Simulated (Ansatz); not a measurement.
Frontier orbitals of CH$_{5}$NSeSi (`C=N[SiH2][SeH]`).

Total charge 0; spin multiplicity 1. Correlated methods include outer-core shells of Se, which these sets cover unevenly. Scalar relativity is left out up to krypton. The structure was optimised at the PBE0-D4/def2-TZVP level. It is one conformer, not always the lowest. Basis def2-TZVPP, Ansatz 0.2.0.

Orbital energies of one run (eV). Highest occupied ones, from the top: -6.61, -6.95, -8.66, -8.84, -10.01, -10.75, -11.50, -12.68, -14.29, -17.07, -19.08, -24.86, -56.23, -56.24. Empty: -1.62, -0.23, 0.23, 0.72, 1.63, 2.06.

Problem. Which functional gave them?
A. LC-ωPBE
B. r2SCANh
C. BHLYP
D. ωB97M-V

Solution. B. HOMO energies: r2SCANh -6.61, ωB97M-V -9.31, BHLYP -8.16, LC-ωPBE -9.76 eV.

LC-ωPBE has ω = 0.4 bohr⁻¹.
